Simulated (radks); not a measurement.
Results of a calculation; reference values are marked as such.
Question: The mean radii <r> (bohr) of the occupied orbitals of an atom or ion are listed with their occupations. Level of theory: Dirac Kohn-Sham, OLYP, spin-unpolarised, spherical densities, finite nucleus; Fermi nuclear charge, rms radius of each element as measured or else 0.836 A^(1/3) + 0.57 fm (a radial shooting solver on a logarithmic mesh with Libxc functionals).

| orbital | occ. | <r> |
|---|---|---|
| 1s1/2 | 2 | 0.03429 |
| 2s1/2 | 2 | 0.1492 |
| 2p1/2 | 2 | 0.1271 |
| 2p3/2 | 4 | 0.1318 |
| 3s1/2 | 2 | 0.4148 |
| 3p1/2 | 2 | 0.4086 |
| 3p3/2 | 4 | 0.4191 |
| 3d3/2 | 4 | 0.3961 |
| 3d5/2 | 6 | 0.3996 |
| 4s1/2 | 2 | 1.051 |
| 4p1/2 | 2 | 1.137 |
| 4p3/2 | 4 | 1.164 |
| 4d3/2 | 4 | 1.506 |

Name the element and its charge. Open shells, if any, fill j = l - 1/2 first.

Answer: Z = 43, technetium, charge +3: Tc3+ in [Kr] 4d4. The 1s radius gives Z: for a bare nucleus <r> = (2 gamma + 1)/(2Z) with gamma = sqrt(1 - (Z/c)^2), 0.03371 bohr for Z = 43, and screening makes it slightly larger (0.03429 here). The occupations add up to 40, and the charge is Z minus that.
